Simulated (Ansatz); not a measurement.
The cluster As5O6⁺. Charge 1, multiplicity 3. Geometry PBE-D4/def2-SVP; atoms count from 1.

| atom | x (Å) | y (Å) | z (Å) |
| --- | --- | --- | --- |
| As1 | 0.110 | -2.049 | -1.774 |
| As2 | 0.956 | 1.150 | -1.519 |
| As3 | -1.470 | -1.223 | 1.067 |
| As4 | 1.378 | 0.256 | 1.714 |
| As5 | -1.400 | 1.570 | 0.830 |
| O6 | 0.057 | 1.544 | 1.863 |
| O7 | 1.728 | 0.414 | -0.038 |
| O8 | 0.476 | -0.366 | -2.340 |
| O9 | -0.734 | 1.543 | -0.800 |
| O10 | -1.320 | -1.651 | -0.634 |
| O11 | 0.219 | -1.186 | 1.631 |

At PBE0-D4/def2-SVP a singlet of charge 1 lies 0.88 eV below the triplet, each at its own geometry. The structure comes from a short search, and lower isomers may exist.

**Question.** Estimate the Mulliken populations from the PBE0/def2-SVP orbitals of Ansatz.

**Answer.** 
```csv
atom,charge (e),spin (α − β)
As1,0.80,0.92
As2,1.15,0.01
As3,0.89,0.38
As4,1.15,0.04
As5,0.89,0.35
O6,-0.64,0.02
O7,-0.69,0.01
O8,-0.64,0.04
O9,-0.64,0.10
O10,-0.62,0.12
O11,-0.65,0.02
```
Mulliken values and Mayer orders depend strongly on the basis.

**Question.** Where does the spin sit?

**Answer.** Summed by element: As 1.70, O 0.30, of 2 unpaired in all. Largest on single atoms: As1 0.92, As3 0.38, As5 0.35.

**Question.** And the Mayer bond orders between bonded heavy atoms (over 0.3)?

**Answer.** As1–O8 0.90 (1.81 Å); As1–O10 0.75 (1.87 Å); As2–O7 0.83 (1.83 Å); As2–O8 0.96 (1.79 Å); As2–O9 0.72 (1.88 Å); As3–As5 0.55 (2.80 Å); As3–O10 1.10 (1.76 Å); As3–O11 0.98 (1.78 Å); As4–O6 0.81 (1.85 Å); As4–O7 0.92 (1.79 Å); As4–O11 0.79 (1.85 Å); As5–O6 0.98 (1.79 Å); As5–O9 1.07 (1.76 Å).
